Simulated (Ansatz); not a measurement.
A nudged elastic band was laid between two geometries of CH$_{5}$ClFSi (9 atoms, charge -1, multiplicity 1).

Method: UKS LDA/6-31G* in Ansatz.

```yaml
movable_images: 9
climbing_image: yes
spring: 5.0 eV/Å²
optimiser: quadratic models (default)
start_path: through a guess of the saddle point
force_threshold: 0.05 eV/Å
iteration_limit: 60
end_points: relaxed
```

First end point:

```xyz
9
Properties=species:S:1:pos:R:3
Cl -2.125 -1.197 0.547
C -0.580 -0.286 0.838
Si 0.512 0.258 -0.671
F 1.493 0.869 0.605
H -0.857 0.611 1.419
H 0.029 -0.918 1.507
H 0.400 1.644 -1.325
H 1.645 -0.627 -1.211
H -0.516 -0.354 -1.711
```

Last end point:

```xyz
9
Properties=species:S:1:pos:R:3
Cl -1.547 -1.823 0.003
C 0.095 0.330 1.005
Si 0.123 -0.040 -0.864
F 0.933 1.369 1.404
H -0.951 0.555 1.299
H 0.364 -0.601 1.545
H 1.130 1.072 -1.281
H 0.886 -1.234 -1.376
H -1.035 0.373 -1.736
```

What changes between the two ends?

Bonds broken: Cl1–C2, Si3–F4. Bonds formed: C2–F4.

What energy profile does the band end with?

It converged. The highest image is number 2 of 0 to 10, 85.6 kJ/mol above the first end and 93.4 kJ/mol above the last; the last end lies 7.8 kJ/mol below the first. A vibrational analysis at the climbing image gives one clearly imaginary mode, 417i cm⁻¹: a first-order saddle point. The orbitals stay closed-shell, which can raise the energy where a bond breaks towards radicals; this wasn't checked here. Limits of this set-up: an anion without diffuse functions, the dipole of an ion depends on the origin.

| image | path coordinate (Å) | energy (kJ/mol) | Cl1–C2 (Å) | Si3–F4 (Å) | C2–F4 (Å) |
| --- | --- | --- | --- | --- | --- |
| 0 | 0.00 | 0.0 | 1.82 | 1.72 | 2.38 |
| 1 | 0.39 | 30.7 | 1.99 | 1.85 | 2.10 |
| 2 | 0.78 | 85.6 | 2.40 | 2.08 | 1.75 |
| 3 | 1.18 | 43.8 | 2.76 | 2.36 | 1.47 |
| 4 | 1.57 | 21.4 | 2.93 | 2.61 | 1.41 |
| 5 | 1.97 | 19.1 | 2.93 | 2.67 | 1.41 |
| 6 | 2.36 | 15.3 | 2.91 | 2.69 | 1.40 |
| 7 | 2.76 | 8.2 | 2.89 | 2.72 | 1.40 |
| 8 | 3.15 | -0.2 | 2.89 | 2.75 | 1.40 |
| 9 | 3.55 | -6.0 | 2.89 | 2.78 | 1.39 |
| 10 | 3.95 | -7.8 | 2.89 | 2.79 | 1.39 |

What is the geometry of the highest image?


```xyz
9
Properties=species:S:1:pos:R:3
Cl -2.310 -1.249 0.695
C -0.221 -0.087 0.851
Si 0.387 0.176 -0.871
F 1.305 0.763 0.902
H -0.820 0.658 1.378
H 0.074 -0.954 1.446
H 0.438 1.629 -1.282
H 1.689 -0.523 -1.191
H -0.542 -0.413 -1.929
```

What are the harmonic wavenumbers there?

417i, 130, 187, 250, 303, 428, 543, 638, 754, 767, 849, 929, 950, 976, 1000, 1319, 2038, 2100, 2111, 3132, 3239 cm⁻¹.

Time of the run: 3.8 min on 2 threads of Arm Neoverse N1, with other jobs on the host, peak memory 0.13 GiB.
